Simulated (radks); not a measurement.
All-electron atom: Hg69+ in [Ne] 3s1 (the NIST ground configuration).

Calculated with a radial shooting solver on a logarithmic mesh with Libxc functionals: scalar-relativistic Kohn-Sham, PBE, spin-polarised, spherical densities, finite nucleus; open shells are filled with parallel spins first (spin-orbit coupling, left out, can overturn this in heavy ions); Fermi nuclear charge, rms radius 5.4648 fm.

Energy parts (hartree):
total: -13472.0818
kinetic: 15682.8217
electron-nucleus: -29959.7207
Hartree: 959.9875
exchange-correlation: -155.1703

Orbitals (lengths in bohr, moments of r in powers of bohr):
| orbital | occ. | eigenvalue (hartree) | <r^4> |
|---|---|---|---|
| 1s up | 1 | -3289.054 | 3.978e-07 |
| 1s down | 1 | -3288.873 | 3.978e-07 |
| 2s up | 1 | -762.5876 | 0.00005422 |
| 2s down | 1 | -762.3714 | 0.00005414 |
| 2p up | 3 | -689.9211 | 0.00004327 |
| 2p down | 3 | -689.7258 | 0.00004320 |
| 3s up | 1 | -315.4334 | 0.001417 |
| 3s down | 0 | -314.4536 | 0.001412 |

The highest occupied level is 3s up at -8583.4 eV. The spin density at the nucleus is 41849 e/bohr^3 (1s 128, 2s -19, 3s 41740). For comparison, the ionisation energy in NIST's Atomic Spectra Database is 8620 eV (theoretical). In exact Kohn-Sham theory the highest level is minus the ionisation energy, but local and semilocal functionals leave it too shallow, through self-interaction and a potential that decays too fast; potentials with the right tail come closer. Spin moment in Bohr magnetons: 1. The density falls to 0.001 e/bohr^3 at r = 0.46 bohr.
